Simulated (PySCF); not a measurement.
**Two-component Hartree-Fock for Hg⁺ (mercury, charge +1)**

Start: [Xe] 4f14 5d10 6s1; 6s1/2 filled at m_j = +1/2. Calculated with PySCF 2.14 in x2c-SVPall-2c with one added diffuse shell each of s, p, d type (8s11p10d2f, 105 functions): generalised Hartree-Fock with the X2C-1e Hamiltonian and a Gaussian nucleus; spin-orbit coupling (SO) screened by Boettger's factors. This is a chosen level, not necessarily the ground level.

```
spinor shell  electrons  ε, screened SO (eV)  weight of nominal j (screened SO)  rms radius, screened SO (bohr)
       1s1/2          2             -83541.4                              1.000                          0.0187
       2s1/2          2             -14963.6                              1.000                          0.0756
       2p1/2          2             -14333.9                              1.000                          0.0639
       2p3/2          4             -12380.4                              1.000                          0.0720
       3s1/2          2              -3627.0                              1.000                           0.193
       3p1/2          2              -3344.3                              1.000                           0.184
       3p3/2          4              -2905.0                              1.000                           0.201
       3d3/2          4              -2441.1                              1.000                           0.177
       3d5/2          6              -2348.5                              1.000                           0.180
       4s1/2          2              -841.93                              1.000                           0.424
       4p1/2          2              -719.38                              1.000                           0.429
       4p3/2          4              -612.06                              1.000                           0.463
       4d3/2          4              -411.28                              1.000                           0.476
       4d5/2          6              -391.15                              1.000                           0.486
       5s1/2          2              -147.67                              1.000                           0.971
       4f5/2          6              -130.45                              1.000                           0.526
       4f7/2          8              -126.31                              1.000                           0.528
       5p1/2          2              -104.52                              1.000                            1.09
       5p3/2          4              -86.379                              1.000                            1.14
       5d3/2          4              -26.741                              0.995                            1.54
       5d5/2          6              -24.544                              0.997                            1.60
       6s1/2          1              -17.489                              1.000                            2.78
```

```csv
quantity,screened SO
E (hartree),-19638.09687
M_J,1/2
⟨J²⟩,0.752
⟨L²⟩,0.152
⟨S²⟩,0.904
```

Each row is a mean over spinors that exchange with the open shell spreads, by up to 0.353 eV (5d5/2).

Breit and QED terms are absent; they matter most for the inner s and p1/2 levels.

Densities and radii are taken from the X2C orbitals without a picture-change correction, which distorts them close to the nucleus.
